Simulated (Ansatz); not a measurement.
```yaml
crystal:
  periodic: [false, false, false]
  atoms:
    - {symbol: Sn, position_ang: [-0.381794, 1.159331, -0.975388]}
    - {symbol: Sn, position_ang: [0.699942, -1.214659, 1.780107]}
    - {symbol: Br, position_ang: [-1.759081, -0.701728, 0.634280]}
    - {symbol: Br, position_ang: [0.985701, 1.250658, 2.476934]}
    - {symbol: Br, position_ang: [1.711716, -0.716257, -0.739031]}
    - {symbol: Br, position_ang: [-1.256484, 0.222665, -3.176912]}
basis:
  gaussian: {orbitals: def2-TZVPD}
total_charge: -1
magnetization: {spin_polarized: true, initial_magnetization: 1}
hamiltonian: {xc: pbe0, dispersion: d4}
scf: {omitted_lower_state_checks: [starts]}
output: {orbitals: {seedname: orbitals}}
```

```sh
$ ansatz run in.yaml --threads 4 --pin off --events-out ev --progress --plain --max-ram 4787MiB
```

(1) Does this run fit into the memory that it is given?

Results:

(1) No. It has 340 basis functions, and Ansatz plans for 6 GiB where 5 GiB are given.
